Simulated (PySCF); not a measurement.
## TlSn: one state, many levels of theory

State: ⁴Σ⁻ (quartet), unpaired electrons σ ↑, π ↑↑. Set-up: Tl cc-pVDZ-PP with ECP60, Sn cc-pVDZ-PP with ECP28; scalar-relativistic core potentials (PySCF 2.14). De refers to Tl + Sn in their high-spin ground configurations, without counterpoise correction. The functionals are run spin-unrestricted. A positive dipole means Tl(−)Sn(+).

| Level | Re (Å) | ωe (cm⁻¹) | De (eV) | μ (D) |
| --- | --- | --- | --- | --- |
| UHF | 3.003 | 112 | 1.16 | -3.64 |
| UHF-MP2 | 2.913 | 129 | 1.76 | n/a |
| UHF-SCS-MP2 | 2.931 | 125 | 1.55 | n/a |
| UHF-CCSD | 2.948 | 123 | 1.63 | n/a |
| UHF-CCSD(T) | 2.943 | 124 | 1.71 | n/a |
| PBE | 2.945 | 118 | 2.08 | -1.79 |
| PBEsol | 2.896 | 125 | 2.27 | -1.64 |
| r²SCAN | 2.906 | 124 | 2.07 | -2.09 |
| M06-L | 2.958 | 118 | 2.10 | -2.21 |
| PBE0 | 2.911 | 124 | 1.95 | -2.16 |
| HSE06 | 2.916 | 124 | 1.98 | -2.03 |
| B2PLYP | 2.929 | 124 | 1.77 | -2.45 |

(1) Which functional lies closest to UHF-CCSD(T) in De, which farthest, and by how much do they differ from it?

(2) What does a quarter of exact exchange do here, going from PBE to PBE0?

(3) What does the step from GGA to meta-GGA do here, going from PBE to r²SCAN?

Correlated steps freeze 8 core orbitals. Correlated levels converge slowly with the basis: in double zeta they bind strong bonds too weakly, by up to about 1 eV, and carry superposition errors of some tenths. These are scalar-relativistic numbers at best; spin–orbit coupling would shift them, the dissociation energy most. B2PLYP dipoles, levels and charges come from its SCF part alone. The state was picked by a PBE0 search and need not be the measured ground state.

Answers

(1) Closest is B2PLYP (-1.4 pm in Re, +0.0 % in ωe, +0.06 eV in De against UHF-CCSD(T) in the same basis), farthest PBEsol (-4.7 pm in Re, +0.8 % in ωe, +0.56 eV in De). CCSD(T) converges more slowly with the basis than the functionals do and binds too weakly in this one, so the order can change at the basis-set limit.

(2) PBE0 less PBE: -3.4 pm in Re, +5.1 % in ωe, -0.13 eV in De. Exact exchange removes part of the self-interaction that spreads semilocal densities, and in most molecules shortens and stiffens the bond and lowers De; so it does here.

(3) r²SCAN less PBE: -3.9 pm in Re, +5.1 % in ωe, -0.01 eV in De.
